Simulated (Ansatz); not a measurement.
AlSi₃H₉Cl₂O₃, singlet: at the start structure of a reaction step.

The input file, in.yaml:

```yaml
crystal:
  periodic: [false, false, false]
  atoms:
    - {symbol: Si, position_ang: [0.707866, -1.585715, 2.401599]}
    - {symbol: Cl, position_ang: [-0.596998, -1.967339, 3.937430]}
    - {symbol: Cl, position_ang: [2.290104, -0.784493, -0.107578]}
    - {symbol: H, position_ang: [-1.176939, -0.528183, 1.625948]}
    - {symbol: O, position_ang: [-0.267374, -0.671584, 1.341018]}
    - {symbol: Al, position_ang: [0.325743, 0.032080, -0.337397]}
    - {symbol: O, position_ang: [0.183990, 1.699195, -0.148158]}
    - {symbol: Si, position_ang: [0.505384, 3.274690, 0.023705]}
    - {symbol: O, position_ang: [-0.680589, -0.727710, -1.452146]}
    - {symbol: Si, position_ang: [-1.329453, -1.444136, -2.748401]}
    - {symbol: H, position_ang: [1.798075, -0.751265, 2.917163]}
    - {symbol: H, position_ang: [1.067223, -2.862402, 1.775858]}
    - {symbol: H, position_ang: [1.902778, 3.586200, -0.383712]}
    - {symbol: H, position_ang: [-0.424179, 4.084995, -0.808766]}
    - {symbol: H, position_ang: [0.330578, 3.679283, 1.447479]}
    - {symbol: H, position_ang: [-2.607642, -2.107101, -2.366774]}
    - {symbol: H, position_ang: [-1.617133, -0.448564, -3.816824]}
    - {symbol: H, position_ang: [-0.411232, -2.477850, -3.300448]}
basis:
  gaussian: {orbitals: def2-SVP}
hamiltonian: {xc: pbe, dispersion: d4}
```

Launched with

```bash
ansatz run in.yaml --threads 4 --pin off --events-out ev --progress --plain --max-ram 66560MiB --backend cpu
```

The run's output (Ansatz 0.2.0):

```
Functional definition: PBE
  name "PBE"
  cite "Perdew, Burke & Ernzerhof, Phys. Rev. Lett. 77, 3865 (1996) doi:10.1103/PhysRevLett.77.3865"
  parent pbe
  parameter kappa = 0.804
  parameter beta = 0.06672455060314922
  exchange = pbe_x(kappa = kappa, mu = beta*pi^2/3)
  correlation = pbe_c(beta = beta)
2122 factors; their error is unknown
mean field evaluation 1: about -61501.0241 eV, gradient 9.6e1 eV
mean field evaluation 2: about -61359.3407 eV, gradient 2.4e2 eV
mean field evaluation 4: about -61516.6181 eV, gradient 2.0e1 eV
mean field evaluation 8: about -61517.3242 eV, gradient 1.2e-1 eV
mean field evaluation 16: about -61517.1748 eV, gradient 5.2e-4 eV
mean field -61517.17482072 eV, -2260.7144768227 hartree, gradient 4.4e-5 eV, S^2 0.000000; 0 other end points of the search recorded, 0 dependent functions left out
reference -61517.17487887 eV, -2260.7144789597 hartree; 61, 61 occupied and 134, 134 virtual orbitals, 2122 factors
Total energy: -61517.76014023 eV, -2260.7359869178 hartree
```

Time: 2.4 s of wall clock on 4 CPU threads of an AMD EPYC 7R13; the host was shared. Peak host memory: 1.2 GiB.
